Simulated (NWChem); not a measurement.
Species: CH$_{3}$F$_{2}$Ga; SMILES [F][Ga]([F])[CH3]

Program: NWChem. Coordinates come from a PBE0/def2-SVP optimisation.

Problem. Predict the results for Hartree-Fock/3-21G. Quantities: highest occupied level (eV); orbital gap (eV); dipole (D).

Solution. 
| Property | Value |
|---|---|
| highest occupied level (eV) | -12.56 |
| orbital gap (eV) | 14.78 |
| dipole (D) | 3.46 |
